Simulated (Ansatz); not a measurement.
An input meant for the cluster CuH₂⁺ (charge 1, singlet).

```yaml
crystal:
  periodic: [false, false, false]
  atoms:
    - {symbol: Cu, position_ang: [-0.199527, -0.225258, -0.368715]}
    - {symbol: H, position_ang: [-0.581972, 1.234961, -0.130280]}
    - {symbol: H, position_ang: [0.781499, -1.009703, 0.498985]}
basis:
  gaussian: {orbitals: "6-31G*", final_grid: {core_spheres: 1, valence_spheres: 1, degree: 5}}
total_charge: 1
hamiltonian: {xc: {name: r2SCAN}}
scf: {omitted_lower_state_checks: [starts]}
output: {forces: true}
```

```sh
$ ansatz run in.yaml --threads 4 --pin off --events-out ev --progress --plain --max-ram 3916MiB
```

It prints (some lines left out):

```
Functional definition: r2SCAN
458 factors; their error is unknown
mean field evaluation 1: about -44624.9350 eV, gradient 1.6e2 eV
mean field evaluation 2: about -43829.3486 eV, gradient 4.3e2 eV
mean field evaluation 4: about -44645.1720 eV, gradient 5.8e1 eV
mean field evaluation 8: about -44652.4557 eV, gradient 3.2e0 eV
mean field evaluation 16: about -44639.1425 eV, gradient 7.2e0 eV
mean field -44639.23114584 eV, -1640.4614870519 hartree, gradient 5.8e-5 eV, S^2 0.000000; 0 other end points of the search recorded, 0 dependent functions left out
reference -44639.23117185 eV, -1640.4614880080 hartree; 15, 15 occupied and 25, 25 virtual orbitals, 458 factors
Total energy: -44639.23117185 eV, -1640.4614880080 hartree
Atom 0 at    -0.199527    -0.225258    -0.368715 Å, force    -1.593765    -1.824141    -2.957575 eV/Å
Atom 1 at    -0.581972     1.234961    -0.130280 Å, force    -0.032533     2.282980     1.098723 eV/Å
Atom 2 at     0.781499    -1.009703     0.498985 Å, force     1.626298    -0.458839     1.858852 eV/Å
Dipole moment:    -0.105802    -0.119118    -0.195351 e Å
Checks for a lower state left out: starts
```

(1) What is wrong with this run?

## Answers

(1) The integration grid is far too coarse. The run converged. The result belongs to that input, not to the species as meant. The restricted singlet is unstable towards broken spin symmetry in Hartree–Fock (as tested in another run); at RKS r2SCAN/6-31G* this wasn't settled.
